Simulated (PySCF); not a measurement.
C3H15N3Si3: full NMR table

```yaml
Formula: C3H15N3Si3
SMILES: CCCN1[SiH2]N[SiH2]N[SiH2]1
Point_group_of_the_computed_structure: C1
Degrees_of_unsaturation: 1
Carbon_signals: 3
Proton_signals: 6
```

Molfile (atoms numbered from 1):
```
C3H15N3Si3
     RDKit          3D

 24 24  0  0  0  0  0  0  0  0999 V2000
   -3.6842    0.1565    0.2189 C   0  0  0  0  0  0  0  0  0  0  0  0
   -2.1956    0.2876    0.5140 C   0  0  0  0  0  0  0  0  0  0  0  0
   -1.3382   -0.0501   -0.7045 C   0  0  0  0  0  0  0  0  0  0  0  0
    0.0773   -0.0154   -0.4146 N   0  0  0  0  0  0  0  0  0  0  0  0
    0.8541    1.5266   -0.4008 Si  0  0  0  0  0  4  0  0  0  0  0  0
    2.5542    1.2636   -0.5253 N   0  0  0  0  0  0  0  0  0  0  0  0
    3.4942    0.0183    0.2053 Si  0  0  0  0  0  4  0  0  0  0  0  0
    2.3678   -1.1880    0.7043 N   0  0  0  0  0  0  0  0  0  0  0  0
    0.7875   -1.5053    0.0943 Si  0  0  0  0  0  4  0  0  0  0  0  0
   -3.9263   -0.8629   -0.0736 H   0  0  0  0  0  0  0  0  0  0  0  0
   -4.2720    0.4107    1.0978 H   0  0  0  0  0  0  0  0  0  0  0  0
   -3.9715    0.8220   -0.5922 H   0  0  0  0  0  0  0  0  0  0  0  0
   -1.9170   -0.3840    1.3278 H   0  0  0  0  0  0  0  0  0  0  0  0
   -1.9666    1.3071    0.8281 H   0  0  0  0  0  0  0  0  0  0  0  0
   -1.5594    0.6626   -1.5051 H   0  0  0  0  0  0  0  0  0  0  0  0
   -1.6020   -1.0497   -1.0619 H   0  0  0  0  0  0  0  0  0  0  0  0
    0.4390    2.2596   -1.6051 H   0  0  0  0  0  0  0  0  0  0  0  0
    0.5259    2.2982    0.8134 H   0  0  0  0  0  0  0  0  0  0  0  0
    3.0760    2.0334   -0.9040 H   0  0  0  0  0  0  0  0  0  0  0  0
    4.4493   -0.4657   -0.8032 H   0  0  0  0  0  0  0  0  0  0  0  0
    4.1923    0.4702    1.4186 H   0  0  0  0  0  0  0  0  0  0  0  0
    2.7617   -1.9411    1.2400 H   0  0  0  0  0  0  0  0  0  0  0  0
    0.0431   -2.1223    1.2043 H   0  0  0  0  0  0  0  0  0  0  0  0
    0.7987   -2.4117   -1.0689 H   0  0  0  0  0  0  0  0  0  0  0  0
  1  2  1  0
  2  3  1  0
  3  4  1  0
  4  5  1  0
  5  6  1  0
  6  7  1  0
  7  8  1  0
  8  9  1  0
  9  4  1  0
  1 10  1  0
  1 11  1  0
  1 12  1  0
  2 13  1  0
  2 14  1  0
  3 15  1  0
  3 16  1  0
  5 17  1  0
  5 18  1  0
  6 19  1  0
  7 20  1  0
  7 21  1  0
  8 22  1  0
  9 23  1  0
  9 24  1  0
M  END
```

Non-relativistic Hamiltonian, averaged over atoms made equivalent by symmetry, fast rotation or ring inversion, gas phase, one conformer. PBE0/pcSseg-1 with gauge-including orbitals; geometry from GFN2-xTB; PySCF.

δ = σ(ref) − σ, references computed at the same level: ¹H (31.72 ppm) and ¹³C (186.93 ppm) and ²⁹Si (349.16 ppm) against TMS; ¹⁵N (267.73 ppm) vs NH3.

```tsv
carbon	δC, type	δH (multiplicity)	HMBC from (2–3 bonds)	span of the C tensor (ppm)
C1	13.3, CH3	0.93 (t)	H15/H16, H13/H14	24
C2	30.7, CH2	1.64 (m)	H15/H16, H10/H11/H12	32
C3	49.4, CH2	2.78 (t)	H17/H18/H23/H24, H13/H14, H10/H11/H12	60
```

Other nuclei:
```tsv
atoms	nucleus	environment	δ (ppm)	σ (ppm)
H20/H21	¹H	hydrogen on a silicon bonded to 2 N, in a 6-membered ring	5.50	26.22
H17/H18/H23/H24	¹H	hydrogen on a silicon bonded to 2 N, in a 6-membered ring	5.40	26.32
H19/H22	¹H	hydrogen on a nitrogen bonded to 2 Si, in a 6-membered ring	-0.58	32.29
Si5/Si9	²⁹Si	silicon bonded to 2 N, 2 H, in a 6-membered ring	-35.0	384.2
Si7	²⁹Si	silicon bonded to 2 N, 2 H, in a 6-membered ring	-36.9	386.0
N4	¹⁵N	nitrogen bonded to C, 2 Si, in a 6-membered ring	28.1	239.6
N6/N8	¹⁵N	nitrogen bonded to 2 Si, H, in a 6-membered ring	14.5	253.2
```

- Carbon types of the structure: 2 × CH2, 1 × CH3, leaving 8 H on heteroatoms.
- δC 49.4: sp3 CH2 bonded to N; pulled downfield by the heteroatom.
- δC 13.3: methyl carbon; a saturated carbon with 1 carbon neighbour and no heteroatom attached.
- δH 2.78: hydrogen on an sp3 CH2 bonded to N; its carbon carries N, an electronegative neighbour.
- δH 0.93: hydrogen on a methyl carbon; far from electronegative atoms and π systems.
- δH -0.58: hydrogen on a nitrogen bonded to 2 Si, in a 6-membered ring; exchangeable; this is the value without hydrogen bonding to other molecules.

The OH or NH signal is concentration- and solvent-dependent in practice; the value given is the gas-phase one. Shifts are as computed. Against solution values, carbons near 30 ppm lie about +3 ppm off and those near 130 ppm about +5 ppm. Of 1211 compounds with measured shifts, 218 miss one by over three times the rms of a fit or turn the order of signals round; such compounds aren't used in these exercises. Experimental scales use liquid or dissolved standards, which lie at an offset from isolated NH3 (liquid NH3: subtract about 20 ppm). Multiplicities follow the n + 1 count of equivalent neighbours, as no J values were calculated; m marks all less simple cases, F and P coupling included.
